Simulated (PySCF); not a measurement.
PySCF 2.14 output of an unrestricted r2SCAN calculation on a single atom or ion in dyall-av2z (22s16p12d, 130 functions), with the non-relativistic Hamiltonian (point nucleus):

```
SCF conv_tol = 1e-09
number electrons alpha = 28  beta = 23
    J. W. Furness, A. D. Kaplan, J. Ning, J. P. Perdew, and J. Sun.,  J. Phys. Chem. Lett. 11, 8208-8215 (2020)
    J. W. Furness, A. D. Kaplan, J. Ning, J. P. Perdew, and J. Sun.,  J. Phys. Chem. Lett. 11, 9248-9248 (2020)
    J. W. Furness, A. D. Kaplan, J. Ning, J. P. Perdew, and J. Sun.,  J. Phys. Chem. Lett. 11, 8208-8215 (2020)
    J. W. Furness, A. D. Kaplan, J. Ning, J. P. Perdew, and J. Sun.,  J. Phys. Chem. Lett. 11, 9248-9248 (2020)
cycle= 1 E= -6315.59995414442  delta_E= -0.0155  |g|= 0.0247  |ddm|= 0.525
cycle= 2 E= -6315.59998542067  delta_E= -3.13e-05  |g|= 0.0062  |ddm|= 0.0448
cycle= 3 E= -6315.59998978415  delta_E= -4.36e-06  |g|= 0.00328  |ddm|= 0.0226
cycle= 4 E= -6315.59999109157  delta_E= -1.31e-06  |g|= 0.000939  |ddm|= 0.004
cycle= 5 E= -6315.59999114772  delta_E= -5.61e-08  |g|= 1.33e-05  |ddm|= 0.000864
cycle= 6 E= -6315.5999911478  delta_E= -8e-11  |g|= 2.2e-06  |ddm|= 0.000118
converged SCF energy = -6315.5999911478  <S^2> = 8.7527844  2S+1 = 6.0009281
```

The run itself started from symmetry-adapted Hartree-Fock orbitals and held the occupation by maximum overlap, on a logarithmic radial grid, so the iterations belong to that start.

Problem. Which element, charge and spin multiplicity is this?

Solution. Sb (antimony, neutral), multiplicity 6; the state was [Kr] 4d10 5s1 5p3 6s1, high-spin 6S determinant (an excited configuration).

A non-relativistic calculation at this Z misses sizeable relativistic shifts. The outer electron is Rydberg-like, and this basis confines it to a smaller radius and binds it less than a complete one would.
